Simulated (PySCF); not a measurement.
# Telling isomers of C$_{8}$H$_{11}$FSi apart by NMR

[PySCF 2.14: GFN2-xTB structure; PBE0/pcSseg-1 with gauge-including orbitals; fast rotation and ring inversion assumed for equivalent nuclei; relativity neglected; no solvent model; one conformer]

References, each an isolated molecule treated in the same way: TMS for ¹H (σref 31.72) and ¹³C (σref 186.93). Splittings of carbon signals by F and P are missing where no couplings were computed. Where no couplings were computed, multiplicities follow the n + 1 count of equivalent neighbours, and m marks all less simple cases (inequivalent or close neighbours, rings, F or P nearby). Shifts are as computed. Against solution values, carbons near 30 ppm lie about +3 ppm off and those near 130 ppm about +5 ppm. Of 1309 compounds with measured shifts, 239 miss one by over three times the rms of a fit or turn the order of signals round; such compounds aren't used in these exercises.

(1) Tabulate the signals of `CC#C[C@@H](C)[Si@H](F)C#CC`, `F[C@@H]1CC[C@@H]1C1=CC=C[SiH2]1`, `C#C[Si@@H]1C[C@@H](C2CC2)[C@@H]1F` and their relative energies.

(2) What is the quickest way to tell F[C@@H]1CC[C@@H]1C1=CC=C[SiH2]1 from C#C[Si@@H]1C[C@@H](C2CC2)[C@@H]1F?

(3) What is the quickest way to tell CC#C[C@@H](C)[Si@H](F)C#CC from C#C[Si@@H]1C[C@@H](C2CC2)[C@@H]1F?

(4) What is the quickest way to tell CC#C[C@@H](C)[Si@H](F)C#CC from F[C@@H]1CC[C@@H]1C1=CC=C[SiH2]1?

## Answers

(1) 
```tsv
SMILES	carbon types	δC	δH	E rel. (kcal/mol)
CC#C[C@@H](C)[Si@H](F)C#CC	4×C 1×CH 3×CH3	113.0, 84.6, 84.2, 83.6, 18.0, 17.7, 5.7, 4.9	4.79 (m, 1H), 2.24 (m, 1H), 2.11 (s, 3H), 1.97 (s, 3H), 1.36 (d, 3H)	0.0
F[C@@H]1CC[C@@H]1C1=CC=C[SiH2]1	1×C 5×CH 2×CH2	156.2, 154.2, 150.1, 133.8, 89.9, 50.2, 30.7, 22.4	7.22 (m, 1H), 6.90 (d, 1H), 6.20 (m, 1H), 5.16 (m, 1H), 4.79 (m, 1H), 4.75 (m, 1H), 3.50 (m, 1H), 2.58 (m, 1H), 2.42 (m, 1H), 1.96 (m, 1H), 1.58 (m, 1H)	14.9
C#C[Si@@H]1C[C@@H](C2CC2)[C@@H]1F	1×C 4×CH 3×CH2	108.4, 99.7, 85.3, 52.6, 22.3, 18.8, 7.6, 6.8	5.09 (m, 1H), 5.09 (m, 1H), 2.20 (d, 1H), 2.16 (m, 1H), 1.74 (m, 1H), 1.22 (m, 1H), 0.63 (m, 1H), 0.63 (m, 1H), 0.57 (m, 1H), 0.44 (m, 1H), 0.19 (m, 1H)	47.6
```

Energies are electronic energies at PBE0/pcSseg-1 on these geometries, without zero-point or thermal terms, each for the one conformer computed, which needn't be the lowest.

(2) Both give the same number of carbon signals, but DEPT or the intensities differ. The first has a fully substituted alkene carbon (C) at 154.2 ppm, the second an alkyne carbon (C) at 85.3 ppm. Their most deshielded carbons lie at 156.2 and 108.4 ppm. In the proton spectra the most deshielded non-exchanging signals are 7.22 (m, 1H) and 5.09 (m, 1H).

(3) Both give the same number of carbon signals, but DEPT or the intensities differ. The first has a methyl carbon (CH3) at 18.0 ppm, the second a terminal alkyne carbon (CH) at 108.4 ppm. Their most deshielded carbons lie at 113.0 and 108.4 ppm.

(4) Both give the same number of carbon signals, but DEPT or the intensities differ. The first has an alkyne carbon (C) at 84.6 ppm, the second an alkene CH at 156.2 ppm. Their most deshielded carbons lie at 113.0 and 156.2 ppm. In the proton spectra the most deshielded non-exchanging signals are 4.79 (m, 1H) and 7.22 (m, 1H).
